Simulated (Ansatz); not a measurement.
CH3AlO2S can be A, `O=[C](S)[AlH][OH]`, or B, `O[CH]1[S][Al]1[OH]`.

Program: Ansatz. Geometries: PBE0-D4/def2-TZVP. ΔE: electronic, gas phase. CCSD(T)/CBS is the MP2 limit (def2-TZVPP, def2-QZVPP) plus CCSD(T) − MP2 in def2-TZVPP, frozen cores. DFT in def2-TZVPP. B3LYP here is the variant with VWN-RPA as its local correlation; programs differ in this. One conformer a species, not always the lowest.

A:

Z-matrix (Å, degrees):
```
C
S 1 1.811
Al 1 2.013 2 120.5
O 1 1.203 2 119.0 3 -178.7
H 2 1.343 1 95.4 3 -2.2
O 3 1.688 1 119.5 2 -28.2
H 3 1.569 1 121.1 2 152.5
H 6 0.955 3 127.7 1 -8.2
```

B:

Z-matrix (Å, degrees):
```
C
S 1 1.996
Al 1 1.913 2 65.2
O 1 1.376 2 114.6 3 114.6
H 1 1.090 2 105.0 3 -120.3
O 3 1.678 1 149.7 2 178.8
H 4 0.964 1 109.7 2 77.4
H 6 0.955 3 125.7 1 -175.9
```

Q: Which is lower in electronic energy at CCSD(T)/CBS, and by how much? (An estimate is asked.)

A: Computed: B, by 19.3 kJ/mol.

Q: Give E(B) − E(A) in kJ/mol with CCSD(T)/def2-SVP, MP2/def2-TZVPP, PBE0-D4, BLYP-D4, r2SCAN-D4, B3LYP, LDA (SPW92). (Estimate.)

A: Computed: CCSD(T)/def2-SVP 2.7, MP2/def2-TZVPP -23.0, PBE0-D4 -23.7, BLYP-D4 14.5, r2SCAN-D4 -14.6, B3LYP -0.1, LDA (SPW92) -32.4. The order is the other way round with CCSD(T)/def2-SVP, BLYP-D4.

Q: Does the order hold for the free energy at 298.15 K (harmonic terms from PBE0-D4)? (Estimate.)

A: The calculation gave: No: G(B) − G(A) = +5.6 kJ/mol, for one conformer each. Modes under 60 cm⁻¹, often nearly free rotors, make the harmonic entropy too high.

Largest T1 diagnostic: 0.017.

From r2SCAN to r2SCAN0 (25 % exact exchange), in def2-TZVPP and without D4, E(B) − E(A) moves by −11.6 kJ/mol. Leaving LDA and LC-ωPBE aside and taking each functional with its dispersion term where it has one, the values, not all of them listed here, spread over 44.1 kJ/mol, from PBE-QIDH to BLYP-D4. LDA lies −21.8 kJ/mol from PBE without D4.
